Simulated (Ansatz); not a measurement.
A nudged elastic band was laid between two geometries of FH + FH + H4O2Si (11 atoms, charge 0, multiplicity 1).

The calculation used RHF/def2-SVP (Ansatz).

```json
{
  "movable images": "5",
  "climbing image": "yes",
  "spring": "5.0 eV/Å²",
  "optimiser": "quadratic models (default)",
  "start path": "through a guess of the saddle point",
  "force threshold": "0.03 eV/Å",
  "iteration limit": "60",
  "end points": "relaxed"
}
```

Image 0:

```xyz
11
Properties=species:S:1:pos:R:3
Si -0.827 0.188 -1.062
O -0.045 -1.223 -0.581
H -1.312 0.006 -2.436
H -1.911 0.334 -0.081
O 0.203 1.450 -1.068
H 0.882 0.459 1.980
F 0.886 1.335 1.718
H 0.370 -1.404 1.040
F 0.634 -1.252 1.914
H 0.558 -1.629 -1.189
H 0.561 1.735 -0.235
```

Image 6:

```xyz
11
Properties=species:S:1:pos:R:3
Si -0.360 0.929 -0.746
O -0.341 -1.949 -0.039
H 0.187 0.177 -1.869
H -1.696 0.557 -0.280
O -0.314 2.506 -1.184
H 1.160 -0.404 1.737
F 0.643 0.776 0.538
H 0.028 -2.037 0.832
F 1.244 -1.170 2.224
H 0.133 -2.567 -0.575
H -0.684 3.182 -0.639
```

(1) Which bonds break or form, and what moves?

(2) Give the energies along the band, and the barrier.

(3) What is the geometry of the highest image?

(4) What are the harmonic wavenumbers there?

Answers

(1) Bonds broken: Si1–O2, H6–F7, H8–F9. Bonds formed: Si1–F7, O2–H8, H6–F9. FH + FH + H4O2Si becomes FH + FH3OSi + H2O.

(2) It converged. The highest image is number 2 of 0 to 6, 117.1 kJ/mol above the first end and 130.5 kJ/mol above the last; the last end lies 13.3 kJ/mol below the first. A vibrational analysis at the climbing image gives one clearly imaginary mode, 950i cm⁻¹: a first-order saddle point. The orbitals stay closed-shell, which can raise the energy where a bond breaks towards radicals; this wasn't checked here.

| image | path coordinate (Å) | energy (kJ/mol) | Si1–O2 (Å) | H6–F7 (Å) | H8–F9 (Å) |
| --- | --- | --- | --- | --- | --- |
| 0 | 0.00 | 0.0 | 1.68 | 0.91 | 0.93 |
| 1 | 1.01 | 7.0 | 1.69 | 0.92 | 0.93 |
| 2 | 2.03 | 117.1 | 1.79 | 1.13 | 1.28 |
| 3 | 3.06 | 57.5 | 2.17 | 1.65 | 1.83 |
| 4 | 4.09 | 14.8 | 2.89 | 1.74 | 2.02 |
| 5 | 5.13 | -6.1 | 3.07 | 1.76 | 2.05 |
| 6 | 6.16 | -13.3 | 2.96 | 1.76 | 2.04 |

(3) 
```xyz
11
Properties=species:S:1:pos:R:3
Si -0.678 0.391 -0.731
O 0.100 -1.148 -0.242
H -1.033 -0.147 -2.067
H -1.944 0.610 -0.040
O 0.344 1.595 -1.135
H 0.588 -0.040 1.722
F 0.052 0.815 1.225
H 0.583 -1.282 0.699
F 1.036 -1.051 1.873
H 0.237 -1.823 -0.893
H 0.714 2.081 -0.412
```

(4) 950i, 60, 214, 256, 278, 319, 396, 559, 625, 658, 743, 793, 842, 965, 1013, 1059, 1081, 1155, 1172, 1344, 1558, 1934, 2217, 2320, 2448, 4161, 4189 cm⁻¹.

Time of the run: 110 s on 2 threads of AMD EPYC 7R43 64-Core Processor (Zen 3) (shared host), peak memory 0.23 GiB.
